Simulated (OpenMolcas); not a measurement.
V3+: ligand-field states by method

V3+ with 6 ligands (fluoride) in octahedral coordination (Oh) at 1.95 Å. A charge of +0.5 e stands 2.4 Å behind each ligand. Ligand basis ANO-RCC-VDZP.

```yaml
Program: OpenMolcas
Basis: ANO-RCC-VTZP [6s5p3d2f1g]
Scalar_Hamiltonian: DKH2, point nucleus
Active_space: 2 electrons in 5 orbitals (3d)
State_averaging: 2S+1 = 3 even, 10 roots; 2S+1 = 1 even, 15 roots
Spin-orbit_coupling: RASSI with atomic mean-field integrals over the reference wave functions
```

I. CASSCF
II. SS-CASPT2, IPEA 0.25 Eh, imaginary shift 0.1 Eh (closed shells correlated: 3s 3p and the ligand valence shells)
III. SS-CASPT2, IPEA 0 Eh, imaginary shift 0.1 Eh (closed shells correlated: 3s 3p and the ligand valence shells)

Spin-free states (labels of O, the rotations of Oh) in cm-1, each column counted from its own energy of the first state listed:

```tsv
State	Degeneracy	I	II	III
3T1	3	0	0	0
3T2	3	12727	14330	14290
1T2	3	14195	10960	10980
1E	2	14560	11480	11510
3T1	3	26353	24740	24330
3A2	1	27044	29910	29590
1A1	1	28529	23210	22580
1T2	3	29108	27050	26870
1T1	3	32202	30180	30220
1E	2	43214	42390	42100
1A1	1	64726	58010	57410
```

From I to II, I's first state of the same spin (3T2) moves from 12727 to 14330 cm-1, by about +1600 cm-1.

From I to II, I's first state of another spin (1T2) moves from 14195 to 10960 cm-1, by about -3200 cm-1.

I: A least-squares ligand-field fit to the states below 45000 cm-1, each weighted by its degeneracy and with a free common offset, gives 10Dq = 14327 cm-1, B = 1007 cm-1 and C = 3740 cm-1 (C/B = 3.71), with an rms deviation of 74 cm-1. The same method and metal basis give the free ion B = 1080 cm-1 (fit to its terms below 60000 cm-1, rms deviation 55 cm-1), so the nephelauxetic ratio is β = 1007 / 1080 = 0.93; it hangs on how both fits weigh the states, and computed free-ion B values tend to be too large, so β mixes covalency with correlation.

II: A least-squares ligand-field fit to the states below 45000 cm-1, each weighted by its degeneracy and with a free common offset, gives 10Dq = 15751 cm-1, B = 799 cm-1 and C = 2937 cm-1 (C/B = 3.68), with an rms deviation of 195 cm-1. The same method and metal basis give the free ion B = 978 cm-1 (fit to its terms below 60000 cm-1, rms deviation 640 cm-1), so the nephelauxetic ratio is β = 799 / 978 = 0.82; it hangs on how both fits weigh the states, and computed free-ion B values tend to be too large, so β mixes covalency with correlation.

III: A least-squares ligand-field fit to the states below 45000 cm-1, each weighted by its degeneracy and with a free common offset, gives 10Dq = 15644 cm-1, B = 777 cm-1 and C = 2988 cm-1 (C/B = 3.84), with an rms deviation of 328 cm-1. The same method and metal basis give the free ion B = 969 cm-1 (fit to its terms below 60000 cm-1, rms deviation 755 cm-1), so the nephelauxetic ratio is β = 777 / 969 = 0.80; it hangs on how both fits weigh the states, and computed free-ion B values tend to be too large, so β mixes covalency with correlation.

From I to II, 10Dq changes by +10 %, B by -21 % and C by -21 %.

χT at 300 K: I 0.89, II 0.89, III 0.89 cm3 K/mol.

Roots that are degenerate in the reference are averaged as groups; the widest CASPT2 spread within a group is 96 cm-1 (the 3-fold group of multiplicity 1 near 11000 cm-1 above the lowest state of its run, II). Shifts and gaps below about the spread of the groups concerned are not significant. Over all roots computed the reference weight is 0.71 to 0.72 in II, 0.71 to 0.72 in III; a low but even weight reflects the number of correlated electrons. An orbital triplet at a regular site is open to Jahn-Teller coupling, which can distort the site and quench the lowest spin-orbit gaps and is left out. Ligand-to-metal charge-transfer states are missing. With no ligand orbital active B as a rule stays too high, so bands that hang on it stand too high and its fall with covalency is understated. Without dynamic correlation the repulsion within the d shell is too large (B by tens of per cent), so at a given field states of lower spin stand too high (holds for I). With metal d orbitals alone and no dynamic correlation the field as a rule comes out too small, by tens of per cent, by up to half for chloride and softer ligands (holds for I). With one d shell and no ligand orbital active, 10Dq can be off by a tenth or more (holds for II; III). No measured value stands beside these numbers; the geometry was imposed, not optimised, and the real ion may take another.
